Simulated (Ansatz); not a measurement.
Consider the cleavage of the Si–Si bond: `O[SiH](O)[SiH2]Cl` + `C[SiH](O)O` → `C[SiH](O)O[SiH](O)O` + `[SiH3]Cl`.

Computed with Ansatz on PBE0-D4/def2-TZVP structures; ΔE is electronic, products minus reactants. CCSD(T)/CBS is the MP2 limit (def2-TZVPP, def2-QZVPP) plus CCSD(T) − MP2 in def2-TZVPP, frozen cores. This one scheme is used for every species. DFT in def2-TZVPP. B3LYP here is the variant with VWN-RPA as its local correlation; programs differ in this. Each species was taken in one conformer, which may not be the lowest.

```
             level  ΔE (kJ/mol)  difference from CCSD(T)/CBS
            PBE-D4       -132.3                         28.1
         r2SCAN-D4       -156.8                          3.6
           PBE0-D4       -143.5                         16.9
          B3LYP-D4       -157.4                          3.0
           ωB97X-V       -156.8                          3.6
           ωB97M-V       -163.5                         -3.1
            B2PLYP       -161.8                         -1.4
               PBE       -130.5                         29.9
            r2SCAN       -156.0                          4.4
              PBE0       -142.0                         18.4
             B3LYP       -154.8                          5.6
     HF/def2-TZVPP       -181.4                        -21.0
    MP2/def2-TZVPP       -167.7                         -7.3
SCS-MP2/def2-TZVPP       -169.3                         -8.9
   CCSD/def2-TZVPP       -165.7                         -5.3
CCSD(T)/def2-TZVPP       -163.1                         -2.7
     HF/def2-QZVPP       -183.5                        -23.1
    MP2/def2-QZVPP       -166.8                         -6.4
SCS-MP2/def2-QZVPP       -168.4                         -8.0
      HF/CBS(def2)       -183.8                        -23.4
     MP2/CBS(def2)       -164.9                         -4.5
    CCSD/CBS(def2)       -163.0                         -2.6
       CCSD(T)/CBS       -160.4                            0
```

Largest T1 diagnostic among the species: 0.011.

In def2-TZVPP, CCSD(T) changes the Hartree–Fock value by +18.2 kJ/mol (the triples alone add +2.6 kJ/mol) and MP2 by +13.7 kJ/mol. From PBE to PBE0 (25 % exact exchange), in def2-TZVPP and without D4, ΔE moves by −11.5 kJ/mol.
